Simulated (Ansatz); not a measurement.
Cartesian coordinates in Å:
```
S 1.7493 -0.1350 -0.2048
Ge -0.0346 -0.4324 -1.5334
S -1.7578 0.0288 -0.1719
H 1.1498 0.2160 0.9446
H -1.1067 0.3226 0.9654
```

Charge 0, multiplicity 1.

Problem. List the PBE0/def2-TZVPP orbital energies in eV (Ansatz). (Estimate.)

Solution. Computed: Occupied: -10860.85, -2422.67, -2422.67, -1359.05, -1208.89, -1208.85, -1208.83, -218.01, -218.01, -171.72, -161.84, -161.84, -161.74, -161.74, -161.69, -161.69, -121.58, -121.46, -121.37, -34.37, -34.33, -34.25, -34.21, -34.15, -20.96, -20.12, -14.17, -11.86, -11.21, -8.59, -8.53, -7.63, -7.44. Lowest empty: -2.37, -0.68, -0.20, 0.64, 2.46, 4.15, 4.69, 4.77.
